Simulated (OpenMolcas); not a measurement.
Pt2+ with 6 ligands (oxide) in octahedral coordination (Oh) at 2.18 Å. A charge of +1.67 e stands 2.4 Å behind each ligand. Ligand basis ANO-RCC-VDZP.
```
Pt    0.0000    0.0000    0.0000
O     2.1800    0.0000    0.0000
O     0.0000    2.1800    0.0000
O    -2.1800    0.0000    0.0000
O     0.0000   -2.1800    0.0000
O     0.0000    0.0000    2.1800
O     0.0000    0.0000   -2.1800
```

```yaml
Program: OpenMolcas
Method: "SS-CASPT2, IPEA 0.25 Eh, imaginary shift 0.1 Eh (closed shells correlated: 5s 5p and the ligand valence shells)"
Basis: ANO-RCC-VDZP [7s6p4d2f]
Scalar_Hamiltonian: DKH2, point nucleus
Active_space: 8 electrons in 5 orbitals (5d)
State_averaging: 2S+1 = 3 even, 10 roots; 2S+1 = 1 even, 15 roots
Spin-orbit_coupling: state interaction with AMFI integrals over the reference wave functions
```

(1) What is the spin-free ground state (labels of O, the rotations of Oh)?

(2) Where is the first state of the same spin?

(3) What are the lowest two levels with spin-orbit coupling?

(4) What is χT at 300 K, and how does it compare with the textbook value?

Answers

(1) 3A2, 1-fold in its orbital part; it has the highest spin that d8 allows.

(2) 3T2 at 11300 cm-1 above the ground state.

(3) A 3-fold level T2, then a 2-fold level E 6210 cm-1 above it. Their leading multiplicities are 3 (98 %) and 1 (57 %).

(4) The lowest level has 2S+1 = 3, for which the spin-only value is χT = S(S+1) / 2 = 1.000 cm3 K/mol (g = 2). The computed 1.934 at 300 K differs by +0.934, through orbital momentum, spin-orbit coupling and any other state in reach.

Roots that are degenerate in the reference are averaged as groups; the widest CASPT2 spread within a group is 160 cm-1 (the 3-fold group of multiplicity 3 near 26200 cm-1 above the lowest state of its run). Shifts and gaps below about the spread of the groups concerned are not significant. Over all roots computed the reference weight is 0.63 to 0.64; a low but even weight reflects the number of correlated electrons. Real 4d8 and 5d8 ions are as a rule square planar and diamagnetic. The oxide ions are held by bare point charges, a crude embedding. Ligand-to-metal charge-transfer states are missing. With no ligand orbital active B as a rule stays too high, so bands that hang on it stand too high and its fall with covalency is understated. With one d shell and no ligand orbital active, 10Dq can be off by a tenth or more. No measured value stands beside these numbers; the geometry was imposed, not optimised, and the real ion may take another.
